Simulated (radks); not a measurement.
Task: Al, configuration [Ne] 3s2 4p1 (not the ground configuration). Method: non-relativistic Kohn-Sham, PBE, spin-polarised, spherical densities, point nucleus; open shells are filled with parallel spins first; computed with a radial shooting solver on a logarithmic mesh with Libxc functionals. Some entries of the table are withheld. Estimate them.

| orbital | occ. | eigenvalue (hartree) | <1/r> (bohr^-1) | <r> (bohr) |
|---|---|---|---|---|
| 1s up | 1 | -55.59168 | 12.58 | (1) |
| 1s down | 1 | -55.59142 | 12.58 | (2) |
| 2s up | 1 | -4.13940 | 2.330 | 0.6277 |
| 2s down | 1 | -4.13906 | 2.330 | 0.6277 |
| 2p up | 3 | -2.74211 | 2.208 | 0.6035 |
| 2p down | 3 | -2.74168 | 2.208 | 0.6035 |
| 3s up | 1 | -0.42402 | 0.5622 | 2.388 |
| 3s down | 1 | -0.42202 | 0.5603 | 2.401 |
| 4p up | 1 | -0.04580 | 0.1340 | (3) |

Result: 
(1) 1s up <r> (bohr): 0.1205
(2) 1s down <r> (bohr): 0.1205
(3) 4p up <r> (bohr): 9.379
